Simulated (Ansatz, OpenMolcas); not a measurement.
# How methods differ on C2H3Br (vinyl bromide)

C2H3Br: 6 atoms, total charge 0, spin state singlet. As SMILES, `C=CBr`. The shape is that of a PBE0-D4/def2-TZVP optimisation.

```xyz
6

C    -0.5505    0.2076   -0.4730
C     0.4182    0.0257    0.4032
Br    1.2019   -1.6494    0.7468
H    -0.9639   -0.6032   -1.0593
H    -0.9554    1.2026   -0.6196
H     0.8497    0.8166    1.0019
```

Quantity: the atomisation enthalpy at 298 K, in kJ/mol. The values are calculated. The thermal term (zero-point and 298 K enthalpy, harmonic and unscaled) is that of PBE0-D4/def2-TZVP; the spin-orbit lowering of the free atoms at 298 K, 14.7 kJ/mol by their spectra, is taken off.

**What was measured.** Active Thermochemical Tables gives the atomisation enthalpy at 298 K of the gas as 2126 kJ/mol.

| level | kind | program | value (kJ/mol) | computed − measured | CPU time (all runs) |
| --- | --- | --- | --- | --- | --- |
| HF/aug-cc-pVDZ | Hartree–Fock | OpenMolcas | 1488 | -638 | 22 s |
| PBE/aug-cc-pVDZ | GGA | OpenMolcas | 2147 | +21 | 55 s |
| revPBE/aug-cc-pVDZ | GGA | OpenMolcas | 2069 | -57 | 58 s |
| M06-L/aug-cc-pVDZ | meta-GGA | OpenMolcas | 2091 | -35 | 96 s |
| TPSS/aug-cc-pVDZ | meta-GGA | OpenMolcas | 2107 | -19 | 86 s |
| r2SCAN/aug-cc-pVDZ | meta-GGA | OpenMolcas | 2098 | -28 | 82 s |
| B3LYP/aug-cc-pVDZ | global hybrid | OpenMolcas | 2069 | -57 | 54 s |
| M06-2X/aug-cc-pVDZ | hybrid meta-GGA | OpenMolcas | 2076 | -50 | 70 s |

Nearest: TPSS/aug-cc-pVDZ (-19 kJ/mol); farthest: HF/aug-cc-pVDZ (-638 kJ/mol). Computed less measured by kind, in kJ/mol (aug-cc-pVDZ rows): Hartree–Fock -638; GGA -57 to +21; meta-GGA -35 to -19; global hybrid -57 to -50. All-electron rows without a relativistic Hamiltonian named are non-relativistic. Times are those of the runs behind each value, whatever else they computed, on shared processors of several kinds: orders of magnitude only.
